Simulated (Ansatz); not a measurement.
`C=NC[SiH3]` → `C=NC` + `[SiH2]` at 298.15 K and 1 bar (silylene formation by 1,1-elimination).

Program: Ansatz. Geometries: PBE0-D4/def2-TZVP. ΔE: electronic, gas phase. CCSD(T)/CBS is the MP2 limit (def2-TZVPP, def2-QZVPP) plus CCSD(T) − MP2 in def2-TZVPP, frozen cores. This one scheme is used for every species. One conformer a species, not always the lowest.

```json
{"species": "`C=NC[SiH3]`", "CCSD(T)/CBS energy (Eh)": "-424.05510", "H − E (kJ/mol)": "236.4", "S (J/(mol·K))": "314.9"}
{"species": "`C=NC`", "CCSD(T)/CBS energy (Eh)": "-133.77870", "H − E (kJ/mol)": "191.7", "S (J/(mol·K))": "260.0"}
{"species": "`[SiH2]`", "CCSD(T)/CBS energy (Eh)": "-290.19011", "H − E (kJ/mol)": "40.6", "S (J/(mol·K))": "207.5"}
```

H − E and S are ideal-gas, rigid-rotor, harmonic terms from PBE0-D4/def2-TZVP, for one conformer and one mirror image of each species. 1 Eh = 2625.50 kJ/mol, R = 8.31446 J/(mol·K).

By hand: ΔE, ΔH, ΔS and ΔG.

ΔE = (-133.77870) + (-290.19011) − (-424.05510) = 0.08629 Eh = 226.6 kJ/mol. Δ(H − E) = 191.7 + 40.6 − 236.4 = -4.1, so ΔH = 222.5 kJ/mol. ΔS = 260.0 + 207.5 − 314.9 = 152.6 J/(mol·K). ΔG = 222.5 − 298.15 × (152.6)/1000 = 177.0 kJ/mol.

By hand: the equilibrium constant, and the temperature at which ΔG would vanish if ΔH and ΔS stayed fixed.

log₁₀ K = −ΔG/(RT ln 10) = -31.0. ΔG = 0 at ΔH/ΔS = 1458 K.

The number of gas molecules changes by +1, which sets the sign of ΔS. A doubt of 5 kJ/mol in ΔE shifts log₁₀ K by 0.9 here. Other conformers and mirror images would add mixing entropy, several J/(mol·K) or more a flexible species. These are equilibria of isolated gas molecules and say nothing of rates. Largest T1 diagnostic: 0.014 (customary marks: 0.02 for closed shells, 0.045 for open ones).
